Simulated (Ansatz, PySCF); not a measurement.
Noncovalent pair: GeH4 (SMILES [GeH4]) (first 5 atoms) with CH4S (SMILES CS); geometry from B3LYP-D3(BJ)/def2-TZVP.
(charge 0, multiplicity 1):
```csv
atom,x (Å),y (Å),z (Å)
Ge,0.0000,0.1343,0.1620
H,-1.5239,0.2853,0.2258
H,0.4184,-1.2362,0.7158
H,0.6810,1.2449,0.9731
H,0.4596,0.2324,-1.3049
C,1.0585,-0.2982,3.9916
S,-0.7525,-0.2258,3.8086
H,1.5285,-0.6974,3.0951
H,1.3895,0.7292,4.1330
H,1.3438,-0.8838,4.8628
H,-0.9536,-1.5404,3.6226
```

Monomers are frozen at their geometry in the pair; levels with a basis set take the counterpoise correction. Rows marked so take none.

Rows in LANL2DZ carry no dispersion term and start afresh at each structure. LANL2DZ brings its own core potentials from Na on.

Run with Ansatz (an electronic-structure program); PySCF for LANL2DZ rows, the dispersion terms. Each number belongs to the level named beside it.

### Question
Estimate the interaction energy that B3LYP/def2-TZVPPD returns for this input.

### Answer
0.5 kcal/mol

### Question
Give the interaction energy at the level B3LYP/LANL2DZ (no counterpoise).

### Answer
0.2 kcal/mol

### Question
Estimate the interaction energy that B3LYP-D3(BJ)/def2-TZVPPD returns for this input.

### Answer
-2.2 kcal/mol
